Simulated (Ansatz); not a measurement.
Geometry optimisation, RKS PBE-D4/STO-3G (Ansatz).

input.yaml

```yaml
crystal:
  periodic: [false, false, false]
  atoms:
    - { symbol: F, position_ang: [0.8728, -2.0412, -0.4209] }
    - { symbol: C, position_ang: [0.6034, -0.6753, -0.1038] }
    - { symbol: S, position_ang: [1.9805, 0.1234, 0.7248] }
    - { symbol: Al, position_ang: [-0.2511, 0.4051, -1.4606] }
    - { symbol: Si, position_ang: [-1.0385, -0.3866, 0.6973] }
    - { symbol: H, position_ang: [2.85926, -0.97759, 0.72933] }
    - { symbol: H, position_ang: [-0.1925, 1.6601, -2.4235] }
    - { symbol: H, position_ang: [-2.0597, -1.3599, 0.4891] }
    - { symbol: H, position_ang: [-1.2143, 0.8377, 1.5881] }
basis:
  gaussian: { orbitals: STO-3G }
hamiltonian:
  xc: pbe
  dispersion: d4
relax:
  f_tol: 0.015
  max_steps: 40
output:
  orbitals: {}
```

Run as:

```bash
$ ansatz run input.yaml --threads 1 --pin off --max-ram 2048MiB --backend cpu --events-out ev --progress --plain --runs-dir out
```

Problem. Where does it end, and by what steps?

Solution. The run converged. Limits of this set-up: minimal basis. After 17 steps the energy has fallen by 2.919 eV; H6 moved furthest, 1.31 Å. Joined: S3–Al4.

```json
{"step": "0", "energy less start (eV)": "0.0000", "largest force component (eV/Å)": "4.022", "accepted": "yes"}
{"step": "1", "energy less start (eV)": "-1.3069", "largest force component (eV/Å)": "1.618", "accepted": "yes"}
{"step": "2", "energy less start (eV)": "-1.6171", "largest force component (eV/Å)": "1.821", "accepted": "yes"}
{"step": "3", "energy less start (eV)": "-1.7333", "largest force component (eV/Å)": "0.475", "accepted": "yes"}
{"step": "4", "energy less start (eV)": "-1.8083", "largest force component (eV/Å)": "0.704", "accepted": "yes"}
{"step": "5", "energy less start (eV)": "-1.8853", "largest force component (eV/Å)": "0.639", "accepted": "yes"}
{"step": "6", "energy less start (eV)": "-1.9844", "largest force component (eV/Å)": "0.625", "accepted": "yes"}
{"step": "7", "energy less start (eV)": "-2.1442", "largest force component (eV/Å)": "0.596", "accepted": "yes"}
{"step": "8", "energy less start (eV)": "-2.4213", "largest force component (eV/Å)": "0.740", "accepted": "yes"}
{"step": "9", "energy less start (eV)": "-2.7321", "largest force component (eV/Å)": "0.891", "accepted": "yes"}
{"step": "10", "energy less start (eV)": "-2.6536", "largest force component (eV/Å)": "2.597", "accepted": "no"}
{"step": "11", "energy less start (eV)": "-2.8812", "largest force component (eV/Å)": "0.470", "accepted": "yes"}
{"step": "12", "energy less start (eV)": "-2.9055", "largest force component (eV/Å)": "0.431", "accepted": "yes"}
{"step": "13", "energy less start (eV)": "-2.8509", "largest force component (eV/Å)": "0.690", "accepted": "no"}
{"step": "14", "energy less start (eV)": "-2.9167", "largest force component (eV/Å)": "0.129", "accepted": "yes"}
{"step": "15", "energy less start (eV)": "-2.9127", "largest force component (eV/Å)": "0.241", "accepted": "no"}
{"step": "16", "energy less start (eV)": "-2.9189", "largest force component (eV/Å)": "0.021", "accepted": "yes"}
{"step": "17", "energy less start (eV)": "-2.9190", "largest force component (eV/Å)": "0.007", "accepted": "yes"}
```

```xyz
9
Properties=species:S:1:pos:R:3
F 0.812 -2.372 0.122
C 0.382 -1.077 -0.048
S 1.760 0.312 0.562
Al 0.168 0.540 -1.062
Si -1.188 -0.141 0.591
H 2.750 -0.146 -0.282
H 0.517 1.265 -2.342
H -2.333 -0.984 0.262
H -1.309 0.189 2.016
```

Whether the end is a true minimum wasn't checked by a vibrational analysis.

The run took 57 s on 1 thread of Arm Neoverse V1, on a shared host, peak memory 0.17 GiB.
